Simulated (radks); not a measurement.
Values are calculated unless marked as measured or tabulated.
Problem. Isoelectronic series with 57 electrons, all held in the configuration [Xe] 5d1 6s2, which need not be the ground one along the series. Code: a radial shooting solver on a logarithmic mesh with Libxc functionals. Model: Dirac Kohn-Sham, PBEsol, spin-unpolarised, spherical densities, point nucleus; open shells fill j = l - 1/2 first. Total energies (hartree) and orbital eigenvalues (Ry) (* marks an orbital that is empty in some or all of the ions):

ion    E (hartree)     5d5/2*      5d3/2      6s1/2      5p3/2      5p1/2
La      -8494.2267   -0.22027   -0.23405   -0.27123   -1.58547   -1.77110
Ce+     -8861.3707   -0.82929   -0.85168   -0.72912   -2.42722   -2.65241
Pr2+    -9237.5585   -1.59169   -1.62336   -1.29438   -3.41498   -3.68488
Nd3+    -9622.8290   -2.47998   -2.52187   -1.95050   -4.52372   -4.84353
Pm4+   -10017.2316   -3.48126   -3.53443   -2.68936   -5.74226   -6.11736
Sm5+   -10420.8226   -4.58797   -4.65358   -3.50613   -7.06418   -7.50020
Eu6+   -10833.6633   -5.79515   -5.87445   -4.39761   -8.48530   -8.98820
Gd7+   -11255.8197   -7.09926   -7.19357   -5.36158  -10.00269  -10.57874
Tb8+   -11687.3615   -8.49767   -8.60841   -6.39640  -11.61419  -12.27000
Ho10+  -12578.9007  -11.56969  -11.71783   -8.67415  -15.11331  -15.95000
Er11+  -13039.0567  -13.24038  -13.40966   -9.91550  -16.99860  -17.93722
Tm12+  -13508.9158  -14.99933  -15.19149  -11.22445  -18.97320  -20.02198

Estimate the row of Dy9+.

Solution. E (hartree) -12128.3627; 5d5/2* -9.98835; 5d3/2 -10.11701; 6s1/2 -7.50089; 5p3/2 -13.31816; 5p1/2 -14.06073.
